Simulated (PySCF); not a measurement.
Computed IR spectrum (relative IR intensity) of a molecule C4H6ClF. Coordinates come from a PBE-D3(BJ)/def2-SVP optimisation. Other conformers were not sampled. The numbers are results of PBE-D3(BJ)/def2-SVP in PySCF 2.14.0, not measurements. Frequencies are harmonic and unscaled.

Lines under 2 % of the strongest are left out, and lines within 2 cm⁻¹ are merged.

```tsv
ν (cm⁻¹)	relative intensity
312	3.2
375	2.2
501	15
620	27
846	19
955	6.2
1001	5.1
1064	100
1144	69
1247	93
1354	34
1390	25
1401	7.0
1408	14
1719	41
2968	40
2970	17
3038	8.8
3041	9.9
3086	17
3109	10.0
```

Q: Identify the compound among the candidates.
A) C[C@]1(F)C[C@H]1Cl
B) FC1(Cl)CCC1
C) C[C@@H]1[C@H](F)[C@@H]1Cl
D) C/C(F)=C(\C)Cl

A: D, C/C(F)=C(\C)Cl
